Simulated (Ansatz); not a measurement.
GeTe2⁻, relaxed as a doublet with UKS r2SCAN-D4/def2-TZVPD in Ansatz, starting from the GFN1-xTB geometry. Force threshold 0.02 eV/Å.

In the def2 sets Te takes a core potential; there is no spin–orbit coupling. The relaxation made no stability test and no search for a lower SCF solution. Another isomer (doublet) lies 1.09 eV lower at PBE0-D4/def2-TZVPD; other spin states weren't run for this one.

Start:

```csv
atom,x (Å),y (Å),z (Å)
Ge1,-0.078,-0.060,-0.623
Te2,-0.031,-0.024,-0.247
Te3,0.109,0.083,0.869
```

**Question.** Estimate the energy that the relaxation releases and the steps that it takes.

**Answer.** 6026.38 eV, in 14 steps; 5.2 min on 4 threads of Arm Neoverse N1 on a shared host. No frequencies were taken in this run, so the end may be a saddle point.

**Question.** Does the start keep its bonding and symmetry?

**Answer.** Bonds lost: Ge1–Te3 (atoms count from 1). Point group C∞v at the start, Cs at the end, both within 0.05 Å.

**Question.** Predict the relaxed structure.

**Answer.** 
```xyz
3

Ge   -0.7479   -0.0412   -2.0652
Te    0.8625   -0.3040   -0.1972
Te   -0.1146    0.3452    2.2624
```
Bond lengths: 1 × Ge–Te 2.48 Å; 1 × Te–Te 2.72 Å.
